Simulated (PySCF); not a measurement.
`[F][GeH2][GeH2][CH2]Cl`, CH₆ClFGe₂

Geometry:
| atom | x (Å) | y (Å) | z (Å) |
| --- | --- | --- | --- |
| F1 | 1.723 | 1.293 | 1.375 |
| Ge2 | 1.796 | 0.202 | -0.014 |
| Ge3 | -0.276 | -1.012 | -0.031 |
| C4 | -1.718 | 0.342 | 0.080 |
| Cl5 | -1.383 | 1.388 | -1.320 |
| H6 | 3.083 | -0.532 | 0.304 |
| H7 | 2.066 | 1.196 | -1.120 |
| H8 | -0.479 | -1.757 | -1.323 |
| H9 | -0.418 | -2.039 | 1.075 |
| H10 | -1.658 | 0.962 | 0.972 |
| H11 | -2.730 | -0.042 | -0.024 |

Computed with GIAO HF/pcSseg-1 magnetisability, rotational g tensor and spin-rotation constants, non-relativistic, gas phase in PySCF 2.14.0. Geometry: GFN2-xTB.

The calculation is non-relativistic, which matters for the atoms heavier than Zn.

Question: Give the nuclear spin-rotation constants along the inertial axes (H = +C I·J) beside the isotropic shieldings.

Answer: Rotational constants 2.0094, 1.0214, 0.7993 GHz. A star marks the isotopologue with that one atom substituted, in its own axes.
```csv
atom,isotope,Caa (kHz),Cbb (kHz),Ccc (kHz),mean (kHz),σ (ppm)
F1,19F,-0.467,-0.208,0.213,-0.154,482.8
Cl5,35Cl,0.266,0.068,0.092,0.142,967.5
H6,1H,0.038,-0.062,-0.077,-0.034,26.8
H7,1H,-0.171,0.003,-0.041,-0.070,26.6
H8,1H,-0.156,-0.092,-0.002,-0.083,28.5
H9,1H,-0.186,-0.014,-0.045,-0.082,28.0
H10,1H,-0.182,-0.091,-0.002,-0.091,28.9
H11,1H,0.041,-0.095,-0.088,-0.048,28.9
Ge2,73Ge*,-0.571,-0.292,-0.189,-0.351,1496.9
Ge3,73Ge*,-0.451,-0.228,-0.195,-0.291,1676.8
C4,13C*,0.322,0.122,0.106,0.183,169.8
```
For the geometry as given, no vibrational averaging.

Question: How do the rotational constants and the g tensor change when H6, H7, H8, H9, H10, H11 are replaced by deuterium?

Answer: Constants 1.8684, 0.9626, 0.7603 GHz; g -0.0241, -0.0094, -0.0071, against -0.0255, -0.0099, -0.0076 before.
